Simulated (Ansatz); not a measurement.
Harmonic frequencies (cm⁻¹) at PBE0-D4/def2-TZVP from Ansatz: 110, 121, 176, 269, 481, 583, 603, 646, 714, 865, 873, 1090, 1119, 1221, 1400, 1432, 1737, 2007, 3096, 3472, 3588.

Each molecule was computed in one conformer, which needn't be the lowest.

Problem. Which molecule is it?
A. `N=C[NH][AlH][F]`
B. `N=[C](N)[AlH][F]`
C. `OB1C=N[SiH2]1`
D. `C#C[NH][SnH3]`

Solution. A.
